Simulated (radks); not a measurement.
Radial electron density D(r) = 4 pi r^2 rho(r) of an atom or ion with 3 electrons. Method: non-relativistic Kohn-Sham, AM05, spin-polarised, spherical densities, point nucleus; computed with a radial shooting solver on a logarithmic mesh with Libxc functionals.

r (bohr),D(r) (e/bohr),spin D(r)
0.01454,0.2720,-0.00000796
0.01804,0.4017,-0.0000118
0.02257,0.5956,-0.0000174
0.02824,0.8712,-0.0000254
0.03505,1.237,-0.0000360
0.04384,1.744,-0.0000505
0.05441,2.370,-0.0000682
0.06808,3.155,-0.0000897
0.08449,4.005,-0.000112
0.1057,4.889,-0.000131
0.1312,5.597,-0.000138
0.1641,5.989,-0.000120
0.2053,5.850,-0.0000430
0.2548,5.144,0.000155
0.3188,3.931,0.000683
0.3957,2.584,0.00201
0.495,1.364,0.00558
0.6144,0.5866,0.0141
0.7686,0.2052,0.0346
0.954,0.1127,0.0762
1.193,0.1600,0.155
1.493,0.2714,0.271
1.853,0.3861,0.386
2.318,0.4355,0.436
2.877,0.3581,0.358
3.6,0.1948,0.195
4.468,0.06782,0.0678
5.589,0.01273,0.0127
6.937,0.001287,0.00129

What is the nuclear charge?

Answer. Z = 6. The innermost maximum, from 1s, lies near 1/Z = 0.167 bohr (found: 0.175), and its height grows with Z. The density is that of the carbon ion C3+ in [He] 3d1; the configuration itself is not fixed sharply by these data. D(r) has 2 maxima, at r = 0.175, 2.26 bohr, and minima at 0.962 bohr, inside which lie 2.01 electrons.
